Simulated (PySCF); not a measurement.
Screening by computed properties: pick the candidate that meets the target.

Each SMILES stands for a single optimised conformer of the isolated species, non-relativistic unless stated. Electronic properties by PySCF.

The conformers computed, where there is a choice (atom-mapped SMILES and torsion angles):
- `[CH2:1]=[CH:2][C@@:3]([CH3:4])([CH:5]=[O:6])[CH2:7][SiH3:8]`: C1–C2–C3–C4 -1°, C2–C3–C5–O6 104°, C2–C3–C7–Si8 -179°
- `[CH2:1]=[C:2]([CH3:3])[C@@:4]1([CH2:5][OH:6])[CH2:7][SiH2:8]1`: C1–C2–C4–C5 -125°, C2–C4–C5–O6 -161°, H–O6–C5–C4 -176°
- `[CH3:1][SiH2:2][C@H:3]([CH2:4][F:5])[O:6][CH:7]1[CH2:8][CH2:9]1`: C1–Si2–C3–C4 -173°, Si2–C3–C4–F5 168°, Si2–C3–O6–C7 -155°, C3–O6–C7–C8 80°
- `[CH3:1][S:2][C:3]([SiH2:4][O:5][CH:6]=[O:7])=[C:8]([CH3:9])[CH3:10]`: C1–S2–C3–Si4 73°, S2–C3–Si4–O5 -124°, C3–Si4–O5–C6 -178°, Si4–O5–C6–O7 1°
- `[F:1][Si@H:2]([CH2:3][CH2:4][SiH3:5])[N:6]([SiH3:7])[SiH3:8]`: F1–Si2–C3–C4 -150°, Si2–C3–C4–Si5 -67°, F1–Si2–N6–Si7 -121°
- `[CH3:1][CH2:2][C@:3]([F:4])([SiH2:5][F:6])[C:7](=[O:8])[O:9][CH3:10]`: C1–C2–C3–F4 -62°, C2–C3–Si5–F6 44°, C2–C3–C7–O8 65°, C3–C7–O9–C10 -178°

The conformers of `CSC[C@H]1COCC(=O)[SiH2]1` and `C[C@@H](CO)[Si@](C)(O)[SiH2]N` aren't listed.

**Question.** Wanted: smallest rotational constant below 0.63 GHz (GFN2-xTB) and dipole moment below 3 D (PBE0/pcSseg-1), at GFN2-xTB geometries. Which candidate meets both?
A. `CSC([SiH2]OC=O)=C(C)C`
B. `O=C[C@@](C[SiH3])(C=C)C`
C. `C(C[Si@H](N([SiH3])[SiH3])F)[SiH3]`
D. `C=C(C)[C@@]1(CO)C[SiH2]1`
E. `C[SiH2][C@H](CF)OC1CC1`

**Answer.** C. Computed values:
```
                           species  smallest rotational constant  dipole moment
             CSC([SiH2]OC=O)=C(C)C                     0.479 GHz         3.21 D
C(C[Si@H](N([SiH3])[SiH3])F)[SiH3]                     0.595 GHz         1.56 D
            C[SiH2][C@H](CF)OC1CC1                     0.671 GHz         1.30 D
           O=C[C@@](C[SiH3])(C=C)C                     0.989 GHz         2.78 D
          C=C(C)[C@@]1(CO)C[SiH2]1                     1.163 GHz         1.82 D
```

**Question.** Wanted: HOMO energy below -7.2 eV (PBE0/pcSseg-1) and HOMO–LUMO gap above 7.4 eV (PBE0/pcSseg-1), at GFN2-xTB geometries. Which candidate meets both?
A. `C[Si@@](O)([SiH2]N)[C@@H](C)CO`
B. `CSC[C@H]1COCC(=O)[SiH2]1`
C. `C=C[C@@](C)(C=O)C[SiH3]`
D. `CC[C@](F)([SiH2]F)C(=O)OC`

**Answer.** D. Computed values:
```csv
species,HOMO energy,HOMO–LUMO gap
CC[C@](F)([SiH2]F)C(=O)OC,-8.17 eV,7.79 eV
C=C[C@@](C)(C=O)C[SiH3],-7.37 eV,6.28 eV
C[Si@@](O)([SiH2]N)[C@@H](C)CO,-7.13 eV,6.95 eV
CSC[C@H]1COCC(=O)[SiH2]1,-6.49 eV,5.11 eV
```
